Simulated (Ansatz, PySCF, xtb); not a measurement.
Gas-phase reaction in SMILES: N[Si](N)(F)F + 4 [H][H] (H2) → 2 F (HF) + 2 N (NH3) + [SiH4] (SiH4)
Structures are relaxed separately at B3LYP-D3(BJ)/def2-TZVP in Ansatz (a program for electronic structure), one conformer each, not searched for the lowest.

Property: energy of full hydrogenation (electronic energy difference), in kcal/mol. Valence correlation only, unless marked. No spin-orbit coupling. Non-relativistic. CBS marks a two-point X^-3 extrapolation of the correlation energy; Hartree-Fock from the larger set. [CCSD(T)-MP2]/basis is that difference in the basis named.

| level | program | energy of full hydrogenation (kcal/mol) |
|---|---|---|
| GFN2-xTB | xtb | 61.9 |
| PBE/def2-TZVPD | Ansatz | (withheld) |
| PBE0/def2-SVP | Ansatz | 75.5 |
| M06-2X/def2-TZVPD | PySCF | (withheld) |
| HSE06-D4/def2-TZVPD | Ansatz + dftd4 | (withheld) |
| RI-MP2/CBS(aug-cc-pV(T+d)Z,aug-cc-pV(Q+d)Z)+[CCSD(T)-MP2]/aug-cc-pV(T+d)Z | Ansatz | 86.2 |

Question: Some entries are withheld; supply them.

Answer: 
- PBE/def2-TZVPD, energy of full hydrogenation (kcal/mol): 75.4
- M06-2X/def2-TZVPD, energy of full hydrogenation (kcal/mol): 94.8
- HSE06-D4/def2-TZVPD, energy of full hydrogenation (kcal/mol): 79.0
